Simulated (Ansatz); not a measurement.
Cartesian coordinates in Å:
```
Al 0.0228 -1.8142 -0.6933
C -0.2774 -0.3179 0.5344
S -2.0300 0.0852 0.6342
Ge 0.7508 1.2317 -0.1129
H 1.4432 -2.5174 -0.6385
H -1.1041 -2.2549 -1.7132
H 0.1248 -0.5923 1.5159
H -1.9565 1.2382 1.3282
H 2.2658 0.9960 0.0465
H 0.4306 1.4751 -1.6000
H 0.3300 2.4705 0.6988
```

The species carries charge 0 and has multiplicity 1.

Problem. List the ωB97M-V/def2-TZVPP orbital energies in eV (Ansatz). (Estimate.)

Solution. Computed: Occupied: -10866.61, -2426.91, -1532.20, -1362.46, -1210.18, -1210.18, -1210.18, -281.98, -220.84, -174.24, -163.98, -163.88, -163.74, -123.48, -123.48, -123.47, -116.83, -76.51, -76.29, -76.29, -36.29, -36.28, -36.28, -36.21, -36.21, -24.45, -20.44, -17.90, -15.10, -14.05, -13.15, -12.39, -11.88, -11.31, -10.87, -10.19, -8.97. Lowest empty: -0.05, 1.50, 2.45, 2.51, 2.90, 3.07, 3.20, 3.35.
